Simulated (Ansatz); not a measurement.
Ansatz (a first-principles code) input (PBE0/STO-3G):

Ansatz 0.2 input:
```yaml
crystal:
  periodic: [false, false, false]
  atoms:
    - {symbol: Si, position_ang: [0.06006279, -0.26826582, 0.36171470]}
    - {symbol: O, position_ang: [-0.69420343, 1.34199097, 0.01341476]}
    - {symbol: O, position_ang: [-0.87444894, -1.10217367, -0.63206906]}
    - {symbol: O, position_ang: [1.53213635, 0.13754145, -0.11224789]}
    - {symbol: H, position_ang: [-0.12302244, -0.51067022, 1.78744086]}
    - {symbol: H, position_ang: [-0.11809475, 2.09976219, -0.19123378]}
    - {symbol: H, position_ang: [-1.14985788, -2.01951378, -0.53877933]}
    - {symbol: H, position_ang: [2.36618050, -0.20828111, 0.22068312]}
    - {symbol: H, position_ang: [-1.52395636, 1.37555438, -0.49489915]}
basis:
  gaussian:
    orbitals: STO-3G
hamiltonian:
  xc: {name: PBE0}
total_charge: 1
```

Output:

```
Functional definition: PBE0
integrals: 0.01 GiB planned
384 factors; integrals over basis functions are off by at most 2.5e-5 eV
mean field: 0.10 GiB planned
mean field evaluation 1: about -13904.1409 eV, gradient 4.0e1 eV
mean field evaluation 2: about -13903.7687 eV, gradient 4.4e1 eV
mean field evaluation 4: about -13909.3732 eV, gradient 1.2e0 eV
mean field evaluation 8: about -13909.3652 eV, gradient 6.2e-3 eV
mean field -13909.36516093 eV, -511.1597415580 hartree, gradient 3.8e-5 eV, S^2 0.000000; 0 other end points of the search recorded, 0 dependent functions left out
reference -13909.36518003 eV, -511.1597422596 hartree; 21, 21 occupied and 8, 8 virtual orbitals, 384 factors
Total energy: -13909.36518003 eV, -511.1597422596 hartree
```

It need not be the lowest isomer of its formula.
